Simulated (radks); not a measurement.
Results of a calculation; reference values are marked as such.
Ag+, configuration [Kr] 4d10.

Code: a radial shooting solver on a logarithmic mesh with Libxc functionals. Model: non-relativistic Kohn-Sham, exchange-only PBE, spin-polarised, spherical densities, point nucleus; relativity is left out, which matters for an element this heavy.

Energy parts (hartree):
total: -5196.85565
kinetic: 5196.85565
electron-nucleus: -12367.60002
Hartree: 2117.00236
exchange: -143.11363

Orbitals (lengths in bohr, moments of r in powers of bohr; <r^-3> diverges for s and p1/2; r(max) is where P^2 peaks):
orbital  occ.  eigenvalue (hartree)  <r^-3>   r(max)
1s          2             -901.7083       -  0.02144
2s          2             -130.2386       -   0.1191
2p          6             -121.2162    3322  0.09338
3s          2             -23.96223       -   0.3446
3p          6             -20.32663   584.3   0.3312
3d         10             -13.60567   91.12   0.2741
4s          2              -3.47931       -   0.8489
4p          6              -2.33893   95.82   0.8881
4d         10              -0.54604   8.519    1.030

The highest occupied level is 4d at -14.859 eV. The density falls to 0.001 e/bohr^3 at r = 3.61 bohr. Summed over all electrons, <r^2> = 35.66 bohr^2, which gives a Langevin (diamagnetic) susceptibility term of -28.2 x 10^-6 cm^3/mol.
